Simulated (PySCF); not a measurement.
Pb(Br)2 cation (Br₂Pb), SMILES [Br][Pb][Br] (connectivity only; charge and spin as stated), charge +1, multiplicity 2.

Coordinates come from a PBE-D3(BJ)/def2-SVP optimisation. The multiplicity is an assumed one; other spin states were not compared. The isomer is the one that the SMILES or the coordinates give; other isomers of the formula were not compared. The def2 effective core potentials stand for the cores of Pb; spin–orbit coupling is left out.

Method: PBE0/def2-TZVPD (PySCF).

Isolated molecule, no solvent.

Computed frontier levels, dipole moment and polarisability:
```yaml
"α spin, highest occupied and lowest empty level": -13.14 and -8.45 eV
"β spin, highest occupied and lowest empty level": -13.20 and -10.11 eV
dipole_moment_about_the_centre_of_nuclear_charge: 0.822 e·Å
mean_static_polarisability: 84.1 bohr³ (12.47 Å³)
polarisability_principal_values: 51.3, 90.1, 111.1 bohr³
"⟨S²⟩": 0.756 (pure state 0.75)
```
